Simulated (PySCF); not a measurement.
**Exercise with solution: oscillator strength and radiative lifetime**

FH₂NO₂W, SMILES [NH2][W](=[O])([F])=[O], multiplicity 1.

The structure is a stationary point at PBE0-D3(BJ)/def2-SVP. The spin state was assumed, not searched. The structure was generated by enumeration; whether it is a known compound was not checked. The def2 effective core potentials stand for the cores of W; spin–orbit coupling is left out. One conformer was computed; it need not be the lowest.

PySCF 2.14.0 with TDA-PBE/def2-SVPD puts the first singlet state with f over 0.02 at 5.80 eV (vertical), with the transition dipole (-0.175, 0.650, 0.000) in atomic units.

Q: Find the oscillator strength, the wavelength and the radiative lifetime that this transition would have in vacuum if emission retraced absorption.

A: 
|μ|² = 0.4531 au, so |μ| = 1.71 D. ΔE = 5.80/27.211 = 0.2131 hartree. f = (2/3) ΔE |μ|² = 0.064 (the program prints 0.064).
λ = 1239.84/5.80 = 214 nm; ν = 46780 cm⁻¹.
Einstein's coefficient A = 0.6670 ν² f s⁻¹ (ν in cm⁻¹) = 9.4e7 s⁻¹, so τ = 1/A = 11 ns. This state is S4; the lower singlets have f = 0.000, 0.001, 0.008. The figure is the radiative limit of this one transition; relaxation, internal conversion, crossing to triplets and a medium change what is measured.
